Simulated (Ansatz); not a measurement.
Consider the formal exchange of groups at the Si–O bond: `O[SiH2][SiH2]O` + `C=CC(Cl)Br` → `C=C[SiH2][SiH2]O` + `OC(Cl)Br`.

Gas-phase electronic energies from Ansatz, PBE0-D4/def2-TZVP geometries. CCSD(T)/CBS adds triple-zeta CCSD(T) − MP2 to the extrapolated MP2 energy (def2 sets, frozen cores). DFT in def2-TZVPP. B3LYP here is the variant with VWN-RPA as its local correlation; programs differ in this. For Br outer-core shells are correlated without core-valence functions, which leaves a few kJ/mol of doubt a bond. Scalar relativity is left out up to krypton. Each species was taken in one conformer, which may not be the lowest.

`O[SiH2][SiH2]O`:

```xyz
10

O    -1.351    0.739    0.813
Si    0.307    0.852    0.686
Si    0.682   -0.912   -0.829
O    -0.831   -1.437   -1.233
H    -1.813    1.362    1.375
H     0.956    0.681    2.018
H     0.707    2.198    0.183
H     1.473   -2.014   -0.216
H     1.408   -0.469   -2.050
H    -1.538   -1.001   -0.747
```

`C=CC(Cl)Br`:

Cartesian coordinates in Å:
```
C -0.433 -0.861 1.091
C -0.567 -0.091 0.022
C 0.594 0.507 -0.671
Cl 0.652 0.001 -2.369
Br 0.509 2.455 -0.550
H -1.297 -1.291 1.584
H 0.541 -1.087 1.512
H -1.540 0.136 -0.402
H 1.541 0.231 -0.218
```

`C=C[SiH2][SiH2]O`:

Z-matrix (Å, degrees):
```
Si
C 1 1.861
Si 1 2.342 2 110.4
H 1 1.490 2 110.8 3 120.6
H 1 1.491 2 109.1 3 -119.8
C 2 1.330 1 123.6 3 115.1
H 2 1.089 1 118.1 3 -63.0
O 3 1.657 1 106.1 2 55.9
H 3 1.494 1 111.6 2 177.0
H 3 1.494 1 110.8 2 -64.5
H 6 1.087 2 121.8 1 1.6
H 6 1.087 2 122.1 1 -178.4
H 8 0.958 3 117.6 1 -178.8
```

`OC(Cl)Br`:

```xyz
6

O     1.136   -0.286   -0.009
C    -0.078    0.275    0.159
Cl   -1.150   -0.695    1.200
Br   -0.989    0.611   -1.553
H     1.039   -1.153   -0.422
H     0.042    1.247    0.625
```

Q: Is it downhill or uphill in electronic energy at CCSD(T)/CBS, and by how much? (Best estimate.)

A: Computed: Uphill: ΔE = +29.5 kcal/mol.

Q: What do these levels give: r2SCAN-D4, PBE0-D4, B3LYP-D4, ωB97X-V, B2PLYP, PBE, r2SCAN, PBE0, HF/def2-TZVPP, MP2/def2-TZVPP, SCS-MP2/def2-TZVPP, HF/CBS(def2)? (An estimate is asked.)

A: The calculation gave: r2SCAN-D4 26.3, PBE0-D4 25.9, B3LYP-D4 27.3, ωB97X-V 27.4, B2PLYP 28.5, PBE 24.0, r2SCAN 26.3, PBE0 25.7, HF/def2-TZVPP 29.5, MP2/def2-TZVPP 30.9, SCS-MP2/def2-TZVPP 30.6, HF/CBS(def2) 29.8 kcal/mol.

Largest T1 diagnostic among the species: 0.012.

From PBE to PBE0 (25 % exact exchange), in def2-TZVPP and without D4, ΔE moves by +1.7 kcal/mol.
